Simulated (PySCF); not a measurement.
Cl2FHNTa, SMILES [NH]=[Ta]([F])([Cl])[Cl], multiplicity 1. The structure is a stationary point at B3LYP-D3(BJ)/def2-SVP. The multiplicity is an assumed one; no other spin state was optimised. The structure was generated by enumeration; whether it is a known compound was not checked. The def2 effective core potentials stand for the cores of Ta; spin–orbit coupling is left out.

Method: PySCF with B3LYP-D3(BJ)/def2-SVP.

Harmonic wavenumbers (cm⁻¹): 100, 139, 140, 206, 240, 391, 402, 554, 592, 688, 1014, 3649. Rotational constants (GHz): 2.216, 1.507, 1.217; symmetry number 1.

Problem. Work out the zero-point energy and the ideal-gas rigid-rotor harmonic-oscillator thermochemistry at 298.15 K and 1 atm.

Solution. ZPE = ½ Σ hcν = ½ × 8116 cm⁻¹ = 11.60 kcal/mol. H − E(el) = 16.63 kcal/mol. Entropy in cal/(mol K): translation 42.85, rotation 28.76, vibration 16.31, total 87.92. G − E(el) = -9.58 kcal/mol. Cp = 23.68 cal/(mol K). Modes under 150 cm⁻¹ make the vibrational entropy uncertain.
